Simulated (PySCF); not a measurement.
Ga(Me)3 (C3H9Ga), SMILES [CH3][Ga]([CH3])[CH3].

Geometry: B3LYP-D3(BJ)/def2-SVP. The isomer is the one that the SMILES or the coordinates give; other isomers of the formula were not compared.

Two levels are set side by side: PBE/def2-TZVP (PySCF) and CAM-B3LYP/def2-TZVP (PySCF). Same geometry, gas phase. Differences are taken from unrounded values.

```json
[
 {"quantity": "orbital gap (eV)", "CAM-B3LYP": "9.11", "PBE": "4.85", "PBE minus CAM-B3LYP": "-4.26"},
 {"quantity": "highest occupied level (eV)", "CAM-B3LYP": "-8.77", "PBE": "-6.21", "PBE minus CAM-B3LYP": "2.56"},
 {"quantity": "lowest empty level (eV)", "CAM-B3LYP": "0.34", "PBE": "-1.35", "PBE minus CAM-B3LYP": "-1.69"},
 {"quantity": "mean polarisability (bohr³)", "CAM-B3LYP": "66.1", "PBE": "69.1", "PBE minus CAM-B3LYP": "3.1"}
]
```

Without exact exchange PBE keeps part of each electron's self-repulsion, which lifts occupied levels and narrows the gap. Loosely held outer electrons make PBE densities more polarisable. Differences between two approximate levels are no errors against the true value.

Rough cost on one machine, each run with all the roots and properties that it gave: CAM-B3LYP against PBE within a factor of 2.
